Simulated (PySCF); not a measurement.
First SCF of a structure search on singlet SiF₄, at a hand-made tetrahedral geometry. PySCF input:

```python
from pyscf import gto, scf, dft
mol = gto.M(atom='''
Si     0.000000     0.000000     0.000000
F     -1.039310    -1.039100     1.039310
F      1.039310    -1.039100    -1.039310
F     -1.039310     1.039100    -1.039310
F      1.039310     1.039100     1.039310''',
    basis={'Si': 'def2-TZVP', 'F': 'def2-TZVP'},
    charge=0, spin=0)
mf = dft.RKS(mol, xc='B3LYP')
mf.grids.atom_grid = (50, 194)
aux = {'Si': 'def2-universal-JKFIT', 'F': 'def2-universal-JKFIT'}
mf = mf.density_fit(auxbasis=aux)
mf.conv_tol = 1e-08
mf.diis_space = 10
mf.max_cycle = 60
mf.init_guess = 'minao'
mf.verbose = 4
mf.kernel()
```

Excerpt of the output (cycles and frontier levels):

```
init E= -689.059953740366
  HOMO = -0.49676078336323  LUMO = -0.148457477849135  gap/eV = 9.47782
cycle= 1 E= -689.008720057025  delta_E= 0.0512  |g|= 1.15  |ddm|= 2.03
  HOMO = -0.345347044399224  LUMO = -0.12541829527941  gap/eV = 5.98457
cycle= 2 E= -688.294507351763  delta_E= 0.714  |g|= 2.46  |ddm|=  1.9
  HOMO = -0.453598350746913  LUMO = -0.143110258291699  gap/eV = 8.44881
cycle= 3 E= -689.245572610405  delta_E= -0.951  |g|= 0.0435  |ddm|= 1.23
  HOMO = -0.450123508826884  LUMO = -0.134688862867861  gap/eV = 8.58341
cycle= 4 E= -689.245753708038  delta_E= -0.000181  |g|= 0.0183  |ddm|= 0.0248
  HOMO = -0.451907574964799  LUMO = -0.136227815887857  gap/eV = 8.59008
cycle= 5 E= -689.245791171483  delta_E= -3.75e-05  |g|= 0.00262  |ddm|= 0.00686
  HOMO = -0.451837202006019  LUMO = -0.135819496311832  gap/eV = 8.59928
cycle= 6 E= -689.245792754652  delta_E= -1.58e-06  |g|= 0.000354  |ddm|= 0.00278
  HOMO = -0.451876478481295  LUMO = -0.135887160665504  gap/eV = 8.59851
cycle= 7 E= -689.245792784625  delta_E= -3e-08  |g|= 6.36e-05  |ddm|= 0.00035
  HOMO = -0.451871299962219  LUMO = -0.135883636737951  gap/eV = 8.59846
cycle= 8 E= -689.245792785172  delta_E= -5.46e-10  |g|= 9.15e-06  |ddm|= 2.44e-05
  HOMO = -0.451869776574409  LUMO = -0.135882949348883  gap/eV = 8.59844
Extra cycle  E= -689.245792785153  delta_E= 1.82e-11  |g|= 1.42e-05  |ddm|= 1.02e-05
converged SCF energy = -689.245792785153
```

No lower solution of this spin was found by a stability analysis within the restricted form, which does not test spin polarisation.

The search for the lowest solution, with the stability check, took 13 s on 4 threads of a shared Arm Neoverse V1 host, with 161 basis functions; the process peaked at 0.51 GiB.
